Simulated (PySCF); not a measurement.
## How the method moves the HOMO and LUMO of `[NH3+][B@H-]1CCO1`

Compound: C2H8BNO.
Cartesian coordinates in Å at the PBE0-D3(BJ)/def2-SVP level; atoms count from 1:
```
atom  x, y, z in Å
N1     1.7056    0.1553   -0.2166
B2     0.2982    0.2371    0.6593
C3    -0.9715    0.6199   -0.2802
C4    -1.3321   -0.8413    0.0366
O5    -0.1663   -1.1331    0.7998
H6     2.1162    1.0742   -0.3880
H7     1.5416   -0.3072   -1.1125
H8     2.3780   -0.4082    0.3060
H9     0.6255    0.8691    1.6632
H10   -0.7953    0.8262   -1.3496
H11   -1.6833    1.3660    0.0995
H12   -1.4329   -1.5131   -0.8396
H13   -2.2514   -0.9565    0.6419
```

Basis pcSseg-2 throughout (PySCF), one geometry. Isolated species at its PBE0-D3(BJ)/def2-SVP geometry, gas phase.

Problem. How do the orbital energies, the gap and the dipole change with the method?

Solution. 
```tsv
method	kind	HOMO (eV)	LUMO (eV)	gap (eV)	μ (D)	SCF cycles
BLYP	GGA	-4.98	-1.12	3.86	5.00	15
OPBE	GGA	-4.99	-0.96	4.03	5.04	16
PBE	GGA	-5.05	-1.07	3.98	5.00	15
B97-D	GGA	-5.07	-0.93	4.14	5.04	15
LDA	LDA	-5.14	-1.12	4.02	5.03	15
BP86	GGA	-5.14	-0.91	4.23	5.04	15
KT2	GGA	-5.20	-1.03	4.17	4.93	15
KT3	GGA	-5.23	-1.27	3.95	4.95	15
B97-2	global hybrid	-6.22	-0.28	5.94	5.14	13
B3LYP	global hybrid	-6.28	-0.66	5.62	5.12	14
PBE0	global hybrid	-6.48	-0.30	6.18	5.15	13
mPW1PW91	global hybrid	-6.51	-0.31	6.19	5.16	13
BHandHLYP	global hybrid	-7.90	0.20	8.10	5.23	12
CAM-B3LYP	range-separated hybrid	-7.91	0.36	8.27	5.19	13
wB97X-D	range-separated hybrid	-8.36	1.47	9.83	5.23	14
LC-wPBE	range-separated hybrid	-9.19	1.57	10.76	5.26	14
HF	Hartree–Fock	-10.03	1.90	11.93	5.34	10
```

The HOMO spans 5.05 eV, from BLYP down to HF, and the gap runs from 3.86 eV (BLYP) to 11.93 eV (HF). Over the methods BLYP (0 %), OPBE (0 %), PBE (0 %), B97-D (0 %), LDA (0 %), BP86 (0 %), KT2 (0 %), KT3 (0 %), B97-2 (21 %), B3LYP (20 %), PBE0 (25 %), mPW1PW91 (25 %), BHandHLYP (50 %), HF (100 %), a straight line through the gap against the share of exact exchange rises by 0.80 eV for each 10 % (correlation coefficient 0.999). The dipole ranges from 4.93 D (KT2) to 5.34 D (HF). This basis has no diffuse functions.
